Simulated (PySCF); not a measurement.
Al(Cl)(I)(OH) (AlClHIO), SMILES [OH][Al]([Cl])[I].

Geometry: B3LYP-D3(BJ)/def2-SVP. The def2 effective core potentials stand for the cores of I; spin–orbit coupling is left out. One conformer was computed; it need not be the lowest.

Calculation: TDDFT-ωB97X/def2-SVPD (PySCF).

Vertical excitations. Gas-phase values at a fixed geometry. State labels are in the subgroup Cs.

| state | symmetry | energy (eV) | λ (nm) | f | main pairs |
|---|---|---|---|---|---|
| S1 | A' | 5.81 | 213 | 0.030 | HOMO→LUMO 88 % |
| S2 | A" | 5.90 | 210 | 0.029 | HOMO−1→LUMO 87 % |
| S3 | A" | 6.28 | 197 | 0.000 | HOMO→LUMO+1 97 % |
| S4 | A' | 6.66 | 186 | 0.014 | HOMO−1→LUMO+1 84 % |
| S5 | A" | 7.41 | 167 | 0.000 | HOMO−3→LUMO 78 % |
| S6 | A' | 7.45 | 167 | 0.249 | HOMO−2→LUMO 64 % |
| S7 | A" | 7.53 | 165 | 0.000 | HOMO−2→LUMO+1 93 % |
| S8 | A' | 7.68 | 161 | 0.056 | HOMO−4→LUMO 70 % |
| S9 | A' | 7.75 | 160 | 0.180 | HOMO→LUMO+2 21 %, HOMO→LUMO+3 18 %, HOMO→LUMO+4 16 %, HOMO−2→LUMO 9 % |
| S10 | A" | 7.79 | 159 | 0.033 | HOMO−1→LUMO+2 34 %, HOMO−1→LUMO+3 26 %, HOMO−1→LUMO+4 8 %, HOMO−1→LUMO+7 7 % |
| T1 | A' | 5.46 | 227 | 0 | HOMO→LUMO 82 % |
| T2 | A" | 5.60 | 221 | 0 | HOMO−1→LUMO 81 % |
| T3 | A' | 6.16 | 201 | 0 | HOMO−1→LUMO+1 89 % |
| T4 | A" | 6.19 | 200 | 0 | HOMO→LUMO+1 97 % |
Triplets are in the Tamm–Dancoff approximation, which puts them higher than full response would, so one can lie above its singlet here.
